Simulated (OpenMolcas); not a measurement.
# Lines of As2+: computed and rescaled rates

| Property | Result |
| --- | --- |
| Program | OpenMolcas 26.06 |
| Method | SS-RASPT2, IPEA 0.25 Eh, imaginary shift 0.1 Eh (closed shells correlated: 3d 4s) |
| Basis | ANO-R3 [7s6p5d3f2g] |
| Scalar Hamiltonian | X2C, finite nucleus |
| Active space | 1 electron in 9 orbitals (RAS2 4p; RAS3 4d 5s, at most 1 electron) |
| State averaging | 2S+1 = 2 odd, 3 roots; 2S+1 = 2 even, 6 roots |
| Spin-orbit coupling | RASSI with atomic mean-field integrals over the reference wave functions, term energies averaged over their components |

Rates come from the transition moments of the reference wave functions (E1 and E2 in the length form). At fixed line strength A goes as λ^-3 for E1 and M1 and as λ^-5 for E2, so a rate at the computed wavelength can be rescaled to the measured one. Measured vacuum wavelengths follow from level energies in Moore, Atomic Energy Levels, vol. II, NSRDS-NBS 35 (1971 reprint of NBS Circular 467, 1952). Branching counts decays inside the model space alone, at computed energies, and the table is only a selection of the E1 lines, drawn from those between levels with measured partners whose computed energy lies within a factor of 1.5 of the measured one.

| Upper | Lower | Type | λ computed (nm) | λ measured (nm) | A computed (s-1) | A rescaled (s-1) | Branching % |
| --- | --- | --- | --- | --- | --- | --- | --- |
| 4s² 5s ²S_1/2 | 4s² 4p ²P°_3/2 | E1 | 94.22 | 96.38 | 1.82e+09 | 1.70e+09 | 65.0 |
| 4s² 5s ²S_1/2 | 4s² 4p ²P°_1/2 | E1 | 91.93 | 93.73 | 9.81e+08 | 9.26e+08 | 35.0 |
| 4s² 4d ²D_3/2 | 4s² 4p ²P°_3/2 | E1 | 86.88 | 87.18 | 1.07e+09 | 1.06e+09 | 15.7 |
| 4s² 4d ²D_3/2 | 4s² 4p ²P°_1/2 | E1 | 84.93 | 85 | 5.72e+09 | 5.71e+09 | 84.3 |

The largest correction is for 4s² 5s ²S_1/2 → 4s² 4p ²P°_3/2 (E1): 1.82e+09 × (94.22 / 96.38)^3 = 1.70e+09 s-1, a factor of 0.93.

The computed rate and branching of 4s² 4d ²D_3/2 → 4s² 4p ²P°_1/2 give the upper level a radiative lifetime of 0.843 / 5.72e+09 s-1 = 1.47e-10 s, counting decays inside the model space alone.

No measured rate stands beside these. Rescaling mends the energy factor alone: line strengths can still be far off where a level mixes with configurations outside the active space, and weak or spin-changing lines hang on small mixing coefficients that depend on the term gaps too, so rescaling need not improve them.

Term energies are means over components that CASPT2 splits; among the terms shown or strongly mixed into the levels shown the widest spread is 630 cm-1 (4s² 4d ²D). ANO sets are built for valence states and can reach diffuse excited orbitals poorly, and with the s shell closed the s pⁿ⁺¹ terms that mix with these levels are absent. With one active electron, CASPT2 adds the correlation within the correlated inactive shells and between them and that electron, and leaves the splitting within a term as the reference gives it. Computed and measured levels are paired by configuration, term and J; levels that our copy of the source lacks, or whose pairing is in doubt (as where it misses far off the trend of its configuration), stay unpaired. Only configurations of the active space appear.

° marks odd parity.
